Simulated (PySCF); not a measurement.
CH4BrGaO, SMILES C[O][GaH][Br].

Coordinates come from a PBE0-D3(BJ)/def2-SVP optimisation. Other conformers were not sampled.

Calculation: PySCF 2.14.0 with PBE0-D3(BJ)/def2-SVP.

Frequencies are harmonic and unscaled.

```csv
mode,ν (cm⁻¹),IR (km/mol),Raman (Å⁴/amu),depolarisation,moving atoms (share of kinetic energy)
1,88,0.4,0.1,0.75,H 97 %
2,102,3.8,2.1,0.70,"C 40 %, Br 24 %, H 17 %, Ga 15 %"
3,139,13.7,0.6,0.75,"O 60 %, H 20 %, C 11 %, Ga 8 %"
4,268,3.7,0.4,0.75,"O 41 %, C 19 %, H 16 %, Ga 15 %, Br 9 %"
5,308,38.3,5.8,0.17,"Ga 51 %, Br 40 %"
6,449,40.8,3.9,0.75,H 92 %
7,589,118.9,13.4,0.61,H 96 %
8,632,61.6,12.7,0.20,"O 54 %, Ga 22 %, C 16 %, H 8 %"
9,1163,151.5,6.7,0.65,"O 35 %, C 35 %, H 30 %"
10,1180,0.1,0.8,0.75,"H 77 %, C 19 %"
11,1210,69.4,2.3,0.10,"H 48 %, O 27 %, C 25 %"
12,1471,15.3,6.5,0.71,"H 88 %, C 11 %"
13,1472,1.3,16.7,0.75,H 97 %
14,1477,4.8,30.1,0.69,H 97 %
15,2072,90.1,200.0,0.20,H 99 %
16,3011,77.0,162.8,0.02,H 97 %
17,3099,29.9,71.9,0.48,"H 90 %, C 10 %"
18,3107,31.1,134.2,0.75,"H 90 %, C 10 %"
```
